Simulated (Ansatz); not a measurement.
One change: `FB(S)O[SiH3]` becomes `[SiH3]OBS`.

Ansatz, PBE0-D4/def2-TZVP geometries, multiplicity 1. Each molecule was computed in one conformer, which needn't be the lowest.

```tsv
property	`FB(S)O[SiH3]`
HOMO energy (PBE0/def2-TZVPP) / eV	-8.00
size of the dipole moment (PBE/def2-TZVPP) / D	0.91
size of the dipole moment (B3LYP/def2-TZVPP) / D	1.01
HOMO–LUMO gap (PBE0/def2-TZVPP) / eV	7.77
size of the dipole moment (ωB97M-V/def2-TZVPP) / D	0.96
HOMO energy (ωB97M-V/def2-TZVPP) / eV	-10.20
```

**Question.** Give the same properties after the change, and the shifts. (Best estimate.)

**Answer.** The calculation gave: 
| property | `[SiH3]OBS` | shift |
| --- | --- | --- |
| HOMO energy (PBE0/def2-TZVPP) / eV | -7.91 | 0.09 |
| size of the dipole moment (PBE/def2-TZVPP) / D | 1.71 | 0.80 |
| size of the dipole moment (B3LYP/def2-TZVPP) / D | 1.67 | 0.66 |
| HOMO–LUMO gap (PBE0/def2-TZVPP) / eV | 7.60 | -0.17 |
| size of the dipole moment (ωB97M-V/def2-TZVPP) / D | 1.64 | 0.68 |
| HOMO energy (ωB97M-V/def2-TZVPP) / eV | -10.10 | 0.10 |

With PBE0 the HOMO rises by 0.09 eV and the LUMO falls by 0.08 eV, so the gap narrows by about 0.17 eV. PBE moves the HOMO by 0.03 eV and ωB97M-V by 0.10 eV. Dipoles are sizes alone; their direction can turn.

B3LYP here is the variant with VWN-RPA as its local correlation; programs differ in this.
